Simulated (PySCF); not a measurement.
Compound: C₃H₁₂N₂OSi₂.
Numbering: `[CH3:1][CH:2]([CH3:3])[O:4][SiH:5]1[NH:6][SiH2:7][NH:8]1` (hydrogens: H9, H10, H11 on C1; H12 on C2; H13, H14, H15 on C3; H16 on Si5; H17 on N6; H18, H19 on Si7; H20 on N8)

A linear-response calculation (PySCF, def2-SVPD basis, gas phase, vertical, core orbitals frozen in the response) gave these numbers; the functional is withheld.

Orbital energies (eV): HOMO-3 -10.07, HOMO-2 -9.67, HOMO-1 -8.97, HOMO -8.57, LUMO 0.92, LUMO+1 1.25, LUMO+2 1.59.

```
state  E (eV)       f  main configurations (H = HOMO, L = LUMO)
   S1    6.16   0.027                                 H→L (93%)
   S2    6.43  0.0003                   H-1→L (80%), H→L+1 (8%)
   S3    6.93  0.0023      H→L+1 (53%), H→L+2 (21%), H-1→L (8%)
   S4    7.37  0.0007              H-1→L+1 (50%), H-1→L+2 (24%)
   S5    7.53  0.0072     H→L+2 (46%), H→L+3 (12%), H→L+1 (10%)
   S6    7.74   0.017                  H-2→L (34%), H→L+4 (23%)
```

Triplets, Tamm–Dancoff:

```csv
state,E (eV),λ (nm),"main configurations (H = HOMO, L = LUMO)"
T1,5.88,210.7,H→L (90%)
T2,6.10,203.2,H-1→L (75%)
T3,6.75,183.7,"H→L+1 (48%), H→L+2 (18%), H-1→L (8%)"
T4,7.17,173.0,"H-1→L+1 (40%), H-1→L+2 (28%)"
```

Vertical ionisation energy by ΔSCF with the same functional: 9.25 eV. Mean static polarisability: 102.5 au.

Question: Name the functional.
A. HF
B. PBE0
C. PBE
D. CAM-B3LYP

Answer: D. CAM-B3LYP is range-separated, 19% exact exchange at short range and 65% at long range (ω = 0.33 bohr⁻¹). In this run −ε(HOMO) = 8.57 eV differs from the ΔSCF value by -0.67 eV, and S1 differs from the orbital gap of 9.50 eV by -3.33 eV. The ratio −ε(HOMO)/IP is 0.93. Small neutral molecules mostly give 0.85 to 0.93 with CAM-B3LYP, 0.5 to 0.7 with PBE, 0.7 to 0.83 with PBE0; Hartree–Fock can't fall below 1, since the ion's relaxation only lowers the ΔSCF value. The other options: PBE, a GGA without exact exchange; HF, time-dependent Hartree–Fock, 100% exact exchange; PBE0, a global hybrid with 25% exact exchange.

Computed with PySCF 2.14.0, density-fitted response routines, TDDFT CAM-B3LYP/def2-SVPD, vertical, gas phase, core orbitals frozen in the response. The structure is a single PBE0-D3(BJ)/def2-SVP conformer in the gas phase; no vibrational or solvent corrections.

The values belong to the conformer `[CH3:1][CH:2]([CH3:3])[O:4][SiH:5]1[NH:6][SiH2:7][NH:8]1`: C1–C2–O4–Si5 138°, C2–O4–Si5–N6 -154°.

Without π bonds the low states are Rydberg-like; a valence basis with one diffuse set may place them up to an eV too high.
